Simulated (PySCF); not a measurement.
Bond curve of ZnB

Set-up: Zn jorge-DZP-DKH, B jorge-DZP-DKH; spin-free X2C with a Gaussian nucleus (PySCF 2.14). Energies in eV from Zn + B in their ground configurations at the same level. State: ²Π (doublet), unpaired electrons π ↑.

```json
{"R (Å)": "1.880", "revPBE": "-0.6103", "UHF-CCSD": ""}
{"R (Å)": "1.967", "revPBE": "-0.7758", "UHF-CCSD": "-0.0115"}
{"R (Å)": "2.055", "revPBE": "-0.8567", "UHF-CCSD": "-0.1408"}
{"R (Å)": "2.120", "revPBE": "-0.8782", "UHF-CCSD": "-0.1954"}
{"R (Å)": "2.186", "revPBE": "-0.8756", "UHF-CCSD": "-0.2241"}
{"R (Å)": "2.252", "revPBE": "-0.8554", "UHF-CCSD": "-0.2342"}
{"R (Å)": "2.339", "revPBE": "-0.8101", "UHF-CCSD": "-0.2286"}
{"R (Å)": "2.448", "revPBE": "-0.7361", "UHF-CCSD": "-0.2046"}
{"R (Å)": "2.579", "revPBE": "-0.6373", "UHF-CCSD": "-0.1628"}
{"R (Å)": "2.754", "revPBE": "-0.5076", "UHF-CCSD": ""}
```

Q: Put a parabola through the three lowest points of the revPBE curve and estimate Re, k and ωe (reduced mass 9.392 u; 1 eV/Å² = 0.16022 mdyn/Å; ωe = 1302.8·√(k/μ) cm⁻¹).

A: Through R = 2.055, 2.12, 2.186 Å the second-order coefficient is 2.83 eV/Å², so Re ≈ 2.146 Å, k ≈ 0.905 mdyn/Å and ωe ≈ 405 cm⁻¹. A polynomial fit of higher order to the unrounded revPBE energies gives Re = 2.144 Å, k = 0.798 mdyn/Å, ωe = 380 cm⁻¹; anharmonicity and rounding make the difference.

The higher-order fit for each curve: revPBE: Re = 2.144 Å, ωe = 380 cm⁻¹, De = 0.88 eV; UHF-CCSD: Re = 2.268 Å, ωe = 276 cm⁻¹, De = 0.234 eV.

Correlated steps freeze 6 core orbitals. Correlated levels converge slowly with the basis: in double zeta they bind strong bonds too weakly, by up to about 1 eV, and carry superposition errors of some tenths. The state was picked by a PBE0 search and need not be the measured ground state.
